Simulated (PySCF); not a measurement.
# How methods differ on the excitation energy of As²⁺

As²⁺ [Ar] 3d10 4s2 4p1 (2P) → As²⁺ [Ar] 3d10 4s1 4p2, s spin flipped, as a difference of total energies. Computed with PySCF 2.14 in aug-cc-pVQZ-DK, with the spin-free X2C one-electron Hamiltonian (Gaussian nucleus). Correlated levels: valence: [Ar] 3d10 frozen. The calculations carry no spin-orbit coupling.

```tsv
method	excitation energy (eV)
UHF	12.017
LDA	10.833
PBE	10.736
PBE0	11.075
r2SCAN	10.993
BHandHLYP	11.465
MN15	10.561
HSE06	11.092
B3LYP	11.062
MP2 (valence)	11.265
SCS-MP2 (valence)	11.188
```

How much does correlation contribute at MP2 (valence)?

11.265 − (12.017) = -0.752 eV, measured against UHF.

The upper determinant mixes two multiplicities, so it lies between the two terms.
